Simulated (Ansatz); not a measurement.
C8H8O2 can be A, `COC(=O)c1ccccc1`, or B, `Cc1ccc(C(=O)O)cc1`.

Computed with Ansatz on PBE0-D4/def2-TZVP structures; ΔE is electronic, products minus reactants. CCSD(T)/CBS is the MP2 limit (def2-TZVPP, def2-QZVPP) plus CCSD(T) − MP2 in def2-TZVPP, frozen cores. DFT in def2-TZVPP. B3LYP here is the variant with VWN-RPA as its local correlation; programs differ in this. One conformer a species, not always the lowest.

Question: Which is lower in electronic energy at CCSD(T)/CBS, and by how much? (An estimate is asked.)

Answer: The calculation gave: B, by 12.7 kcal/mol.

Question: Give E(B) − E(A) in kcal/mol with PBE-D4, B2PLYP, ωB97M-V, HF/def2-TZVPP, B3LYP, B3LYP-D4, PBE0-D4. (Best estimate.)

Answer: Ansatz gave: PBE-D4 -13.2, B2PLYP -12.1, ωB97M-V -12.7, HF/def2-TZVPP -10.3, B3LYP -11.5, B3LYP-D4 -11.9, PBE0-D4 -13.5. None reverses the order clearly.

Largest T1 diagnostic: 0.013.

In def2-TZVPP, CCSD(T) changes the Hartree–Fock value by −2.1 kcal/mol (the triples alone add −0.1 kcal/mol) and MP2 by −3.6 kcal/mol. Leaving LDA and LC-ωPBE aside and taking each functional with its dispersion term where it has one, the values, not all of them listed here, spread over 2.0 kcal/mol, from PBE-QIDH to BLYP-D4. LDA lies −0.9 kcal/mol from PBE without D4.
